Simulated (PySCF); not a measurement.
Calculation: B3LYP-D3(BJ)/def2-TZVP // PBE0-D3(BJ)/def2-SVP (PySCF 2.14.0). Isolated molecules, 0 K electronic values unless said otherwise. One relaxed conformer stands for a flexible species; it need not be the lowest. B3LYP has the VWN-RPA correlation part, as in Gaussian. 

Reference species (SMILES): `I[Si](I)(I)I` (neutral, multiplicity 1).

```
Item                       Value
----------------------  --------
HOMO                    -7.44 eV
S1 oscillator strength     0.000
```

Changed species: `CO[Si](I)(OC)OC` (1 of 4 OCH3 replaced by I; the reference has 4 of 4 OCH3 replaced by I).

Q: Give the shifts of the HOMO and S1 oscillator strength.

A: the HOMO increases by 0.09 eV, to -7.35 eV; the S1 oscillator strength rises by 0.018, to 0.018.
